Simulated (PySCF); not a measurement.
Job file and geometry (Å, from GFN2-xTB) of an NMR shielding run on SMILES COC(=O)c1snnc1C(F)(F)F, C5H3F3N2O2S, GIAO PBE0/pcSseg-1 NMR shielding, non-relativistic, gas phase in PySCF 2.14.0, density-fitted response routines; density fitting, a coarse starting grid and PySCF grid level 2 are the driver's defaults:

```
$ OMP_NUM_THREADS=1 python probes_run.py task.json out

{"job": {"kind": "nmr", "xc": "PBE0", "basis": "pcSseg-1"}, "charge": 0, "multiplicity": 1}
C     -2.411962    -1.165059     0.140861
O     -1.114552    -0.582105     0.089394
C     -1.005680     0.551145    -0.588908
O     -1.904532     1.115721    -1.156384
C      0.379929     1.067641    -0.574912
S      0.789963     2.522687    -1.380414
N      2.358224     2.390934    -0.915868
N      2.606759     1.372067    -0.220971
C      1.545896     0.586857     0.008726
C      1.697350    -0.663119     0.824110
F      0.922451    -0.645629     1.919811
F      1.361823    -1.760844     0.128668
F      2.949751    -0.839100     1.240702
H     -3.115594    -0.474521     0.609174
H     -2.307776    -2.070344     0.731894
H     -2.759650    -1.397388    -0.867294
```

**Question.** What does the program print?

**Answer.** 
```
coarse grid: 16472 points
cycle   1  E = -1148.5786931446  dE =  2.878e+00  |g| = 1.247e+00  |ddm| = 4.423e+00
cycle   2  E = -1148.0181970009  dE =  5.605e-01  |g| = 2.181e+00  |ddm| = 2.853e+00
cycle   3  E = -1148.8241519632  dE = -8.060e-01  |g| = 4.001e-01  |ddm| = 2.191e+00
cycle   4  E = -1148.8527300775  dE = -2.858e-02  |g| = 1.245e-01  |ddm| = 3.852e-01
cycle   5  E = -1148.8553408913  dE = -2.611e-03  |g| = 3.339e-02  |ddm| = 1.176e-01
cycle   6  E = -1148.8555067145  dE = -1.658e-04  |g| = 1.486e-02  |ddm| = 3.999e-02
cycle   7  E = -1148.8555465522  dE = -3.984e-05  |g| = 3.951e-03  |ddm| = 1.538e-02
cycle   8  E = -1148.8555495845  dE = -3.032e-06  |g| = 1.294e-03  |ddm| = 4.391e-03
final grid: 163120 points
cycle   9  E = -1148.9719484328  dE = -3.322e-05  |g| = 1.608e-02  |ddm| = 4.081e-02
cycle  10  E = -1148.9718457649  dE =  1.027e-04  |g| = 2.719e-02  |ddm| = 3.578e-02
cycle  11  E = -1148.9719960485  dE = -1.503e-04  |g| = 3.916e-03  |ddm| = 2.618e-02
cycle  12  E = -1148.9719992259  dE = -3.177e-06  |g| = 5.699e-04  |ddm| = 3.500e-03
cycle  13  E = -1148.9719992785  dE = -5.264e-08  |g| = 2.187e-04  |ddm| = 5.409e-04
cycle  14  E = -1148.9719992885  dE = -9.980e-09  |g| = 6.956e-05  |ddm| = 2.022e-04
cycle  15  E = -1148.9719992892  dE = -7.121e-10  |g| = 3.198e-05  |ddm| = 8.849e-05
cycle  16  E = -1148.9719992894  dE = -2.365e-10  |g| = 6.012e-06  |ddm| = 3.943e-05
converged SCF energy = -1148.9719992894

GIAO shielding tensors (ppm)
atom      isotropic    diamagn.    paramagn.     s11        s22        s33       span
  0 C      132.041     242.866    -110.825    101.894    115.631    178.600     76.706
  1 O      138.157     406.369    -268.212    -45.737    228.127    232.082    277.820
  2 C       21.310     248.603    -227.293    -78.206     70.143     71.995    150.201
  3 O     -121.198     402.309    -523.507   -392.621   -244.568    273.596    666.217
  4 C       22.442     260.831    -238.389    -63.498     27.407    103.418    166.916
  5 S      -87.902    1056.072   -1143.974   -541.456    136.180    141.570    683.026
  6 N     -204.891     322.460    -527.351   -576.179   -189.427    150.932    727.112
  7 N     -209.543     323.597    -533.140   -594.966   -179.389    145.725    740.692
  8 C       34.942     252.980    -218.038    -25.013     33.215     96.625    121.638
  9 C       57.090     237.276    -180.186     43.268     57.470     70.532     27.264
 10 F      235.843     476.754    -240.911    160.162    221.400    325.968    165.805
 11 F      235.804     476.726    -240.922    160.106    221.395    325.912    165.806
 12 F      256.516     465.308    -208.792    184.068    246.160    339.321    155.253
 13 H       27.452      28.004      -0.552     23.671     24.953     33.732     10.061
 14 H       27.531      28.649      -1.118     23.123     26.625     32.846      9.723
 15 H       27.454      27.993      -0.539     23.668     24.952     33.743     10.075
```

**Question.** Turn these shieldings into chemical shifts. Shifts are taken against calculated references (same method and geometry level): 13C (σ = 186.93 ppm) and 1H (σ = 31.72 ppm) vs TMS; 17O (σ = 336.08 ppm) vs H2O; 33S (σ = 503.73 ppm) against CS2; 15N (σ = 267.73 ppm) vs NH3; 19F (σ = 170.95 ppm) vs CFCl3.

**Answer.** Averaging equivalent atoms: C 2: 165.6; C 4: 164.5; C 8: 152.0; C 9: 129.8; C 0: 54.9; O 3: 457.3; O 1: 197.9; S 5: 592; N 7: 477.3; N 6: 472.6; F 10/11/12: -71.8; H 13/14/15: 4.24 ppm. Unscaled 19F shifts against computed CFCl3 carry errors that often reach 10 to 50 ppm. Unscaled 17O shifts of doubly bonded oxygen tend to come out too high, by tens of ppm or more. Experimental scales use liquid or dissolved standards, which lie at an offset from isolated NH3 (liquid NH3: subtract about 20 ppm) and H2O (liquid H2O: subtract about 36 ppm). Unscaled 15N shifts of sp2 nitrogen come out 20 to 40 ppm too high even then.

Size and cost of the density-fitted run: 243 basis functions, about 2.8 core-minutes.
